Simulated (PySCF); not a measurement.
Compound: In(NCO)3, C3InN3O3.
Cartesian coordinates in Å at the PBE0-D3(BJ)/def2-SVP level; atoms count from 1:
```xyz
10
C3InN3O3 angstrom
In     0.025    0.006    0.002
N      1.948    0.569    0.056
C      3.085    0.158    0.060
O      4.205   -0.168    0.067
N     -1.433    1.379   -0.029
C     -1.695    2.558   -0.026
O     -2.020    3.679   -0.024
N     -0.457   -1.939   -0.015
C     -1.357   -2.745   -0.035
O     -2.177   -3.573   -0.051
```

The calculation used PBE0-D3(BJ)/def2-SVP geometry optimisation, gas phase, def2 core potentials past Kr (PySCF).

Q: Which atoms are bound to In1, and at what distances?

A: 3 atoms: N5 2.003 Å, N8 2.004 Å, N2 2.005 Å. The nearest atom not counted as bound is C3, at 3.06 Å.

Q: List the angles at In1.

A: 
```csv
angle,degrees,distance of the outer atoms (Å)
N2–In1–N5,120.4,3.48
N2–In1–N8,120.2,3.48
N5–In1–N8,119.4,3.46
```

Q: What is the shape at In1?

A: Planar: angles 120.4°, 120.2° and 119.4°, sum 360.0°, 0.00 Å off the plane of its three neighbours.

Q: What are the other bond lengths?

A: N2–C3, N5–C6, N8–C9 1.208 Å; C3–O4, C6–O7, C9–O10 1.166 Å.

Q: Give some angles away from the centre.

A: In1–N2–C3 143.8°, N2–C3–O4 176.4°, In1–N5–C6 145.8°, N8–C9–O10 176.5°.

Point group: near C3h, missed by 0.09 Å at most; the miss may be what the optimiser left on a soft mode (Cs holds within 0.08 Å). Charge 0, singlet. PBE0-D3(BJ)/def2-SVP frequencies: not computed here.

One conformer stands for the species.
